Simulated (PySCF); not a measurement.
An element was calculated at UHF (PySCF 2.14, non-relativistic, a triple-zeta basis, no spin-orbit coupling), in the ground configurations that NIST lists.

* electron affinity: -0.812 eV
* first ionisation energy: 5.524 eV
* second ionisation energy: 12.849 eV
* third ionisation energy: 26.775 eV
* polarisability of the atom: 164 bohr³

Problem. Which element is it?

Solution. Titanium (Ti, Z = 22), in aug-cc-pwCVTZ. NIST lists 6.828, 13.575, 27.492 eV for these ionisation energies.
